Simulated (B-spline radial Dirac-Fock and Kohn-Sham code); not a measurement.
# X-ray form factors of tantalum in several charge states

Calculated with a B-spline atomic structure program, using configuration-average Dirac-Fock orbitals.

Configurations: Ta⁵⁶⁺ [Ne] 3s2 3p5; Ta⁵⁷⁺ [Ne] 3s2 3p4; Ta⁵⁸⁺ [Ne] 3s2 3p3. The first column is f₀ of Ta⁵⁶⁺, the others are differences from it.

```
s (Å⁻¹)   Ta⁵⁶⁺  Δ Ta⁵⁷⁺  Δ Ta⁵⁸⁺
      0  17.000   -1.000   -2.000
   0.05  16.994   -0.999   -1.998
    0.1  16.975   -0.997   -1.994
   0.15  16.945   -0.993   -1.986
    0.2  16.902   -0.987   -1.975
   0.25  16.847   -0.981   -1.961
    0.3  16.781   -0.972   -1.945
   0.35  16.702   -0.962   -1.925
    0.4  16.613   -0.951   -1.903
   0.45  16.513   -0.938   -1.877
    0.5  16.402   -0.924   -1.850
    0.6  16.150   -0.892   -1.787
    0.7  15.860   -0.856   -1.715
    0.8  15.537   -0.816   -1.636
    0.9  15.183   -0.773   -1.549
      1  14.805   -0.727   -1.458
    1.1  14.406   -0.679   -1.363
    1.2  13.990   -0.629   -1.264
    1.4  13.128   -0.529   -1.065
    1.6  12.253   -0.431   -0.870
```
